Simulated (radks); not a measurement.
Results of a calculation; reference values are marked as such.
Task: The scandium ion Sc4+ is in [Ne] 3s2 3p5. Code: a radial shooting solver on a logarithmic mesh with Libxc functionals. Model: scalar-relativistic Kohn-Sham, PBE, spin-polarised, spherical densities, finite nucleus; Fermi nuclear charge, rms radius of each element as measured or else 0.836 A^(1/3) + 0.57 fm. Open shells are filled with parallel spins first. One electron is removed from 2s, 3s, 3p, 2p in turn, with full relaxation. Which removal costs least, and what does each cost?

Result: 3p 91.835 eV; 3s 114.43 eV; 2p 472.27 eV; 2s 555.02 eV. The 3p electron leaves first.
